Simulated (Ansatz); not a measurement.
A run on `ClC1C[SiH2]O1` with other settings.

```yaml
crystal:
  periodic: [false, false, false]
  atoms:
    - {symbol: Cl, position_ang: [-1.351398, -0.634432, -2.021509]}
    - {symbol: C, position_ang: [-1.005651, -0.120726, -0.336203]}
    - {symbol: C, position_ang: [0.198437, -0.866873, 0.272675]}
    - {symbol: Si, position_ang: [0.933815, 0.854947, 0.314855]}
    - {symbol: O, position_ang: [-0.587972, 1.225817, -0.299547]}
    - {symbol: H, position_ang: [-1.949624, -0.243089, 0.194285]}
    - {symbol: H, position_ang: [-0.034213, -1.325638, 1.233237]}
    - {symbol: H, position_ang: [0.638524, -1.606279, -0.391046]}
    - {symbol: H, position_ang: [1.186517, 1.481060, 1.636542]}
    - {symbol: H, position_ang: [2.054565, 1.184012, -0.600490]}
basis:
  gaussian: {orbitals: aug-pcseg-2}
hamiltonian: {xc: {name: LC-wPBE}}
```

```sh
$ ansatz run in.yaml --threads 4 --pin off --events-out ev --progress --plain --max-ram 10444MiB
```

It prints (some lines left out):

```
Functional definition: LC-wPBE
  name "LC-wPBE"
  cite "Vydrov & Scuseria, J. Chem. Phys. 125, 234109 (2006) doi:10.1063/1.2409292"
  cite "Heyd & Scuseria, J. Chem. Phys. 120, 7274 (2004) doi:10.1063/1.1668634"
  cite "Ernzerhof & Perdew, J. Chem. Phys. 109, 3313 (1998) doi:10.1063/1.476928"
  cite "Perdew, Burke & Ernzerhof, Phys. Rev. Lett. 77, 3865 (1996) doi:10.1103/PhysRevLett.77.3865"
  parent pbe
  parameter omega = 0.4/bohr
  exchange = pbe_x_sr(omega) + exact_x_lr(omega)
  correlation = pbe_c
1561 factors; their error is unknown
817 factors; integrals over basis functions are off by at most 3.9e-5 eV
mean field evaluation 1: about -24592.3017 eV, gradient 5.3e1 eV
mean field evaluation 2: about -24592.7472 eV, gradient 5.4e1 eV
mean field evaluation 4: about -24597.6902 eV, gradient 2.5e0 eV
mean field evaluation 8: about -24597.7116 eV, gradient 1.5e-1 eV
mean field evaluation 16: about -24597.6570 eV, gradient 1.2e-4 eV
mean field -24597.65698855 eV, -903.9472214384 hartree, gradient 4.3e-5 eV, S^2 0.000000; 0 other end points of the search recorded, 0 dependent functions left out
reference -24597.65698856 eV, -903.9472214388 hartree; 28, 28 occupied and 325, 325 virtual orbitals, 1561 factors
Total energy: -24597.65698856 eV, -903.9472214388 hartree
```

It took 6.5 s on 4 threads of an Arm Neoverse V2 on a shared host, with 1.2 GiB of host memory at the peak.
